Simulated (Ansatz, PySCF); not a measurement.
Bond stretch in BO, doublet.

Levels of theory: UKS-PBE = unrestricted PBE/cc-pVTZ in PySCF; UKS-PBE0 = PySCF with unrestricted PBE0/cc-pVTZ; UCCSDT(Q) = Ansatz (a first-principles code) with CCSDT(Q) on UHF/cc-pVTZ, frozen core.

Energies relative to the lowest point of each curve near equilibrium, in eV; the last columns give the difference from UCCSDT(Q):

| R / Å | UKS-PBE | UKS-PBE0 | UCCSDT(Q) | UKS-PBE − UCCSDT(Q) | UKS-PBE0 − UCCSDT(Q) |
|---|---|---|---|---|---|
| 0.90 | 8.584 | 8.279 | 8.693 | -0.109 | -0.414 |
| 0.96 | 4.825 | 4.568 | 4.884 | -0.058 | -0.316 |
| 1.04 | 1.866 | 1.685 | 1.888 | -0.022 | -0.203 |
| 1.09 | 0.844 | 0.716 | 0.854 | -0.010 | -0.138 |
| 1.13 | 0.352 | 0.269 | 0.357 | -0.005 | -0.088 |
| 1.16 | 0.134 | 0.085 | 0.136 | -0.002 | -0.051 |
| 1.20 | 0.002 | 0.000 | 0.002 | -0.001 | -0.002 |
| 1.23 | 0.000 | 0.034 | 0.000 | 0.000 | 0.034 |
| 1.28 | 0.141 | 0.235 | 0.140 | 0.001 | 0.095 |
| 1.33 | 0.415 | 0.571 | 0.413 | 0.002 | 0.157 |
| 1.40 | 0.948 | 1.187 | 0.941 | 0.008 | 0.246 |

UKS-PBE is furthest from UCCSDT(Q) at 0.90 (-0.109 eV, below); its mean absolute difference over the points is 0.020 eV.

UKS-PBE0 is furthest from UCCSDT(Q) at 0.90 (-0.414 eV, below); its mean absolute difference over the points is 0.159 eV.

The scan ran from 0.90 to 4.81 Å; beyond the distances shown one of the unrestricted levels run for this scan, shown here or not, changes its spin distribution in one step. The unrestricted determinant behind UCCSDT(Q) is spin-contaminated at 1.33 to 1.40 Å (<S²> up to 0.9, against 0.75 for a pure doublet).
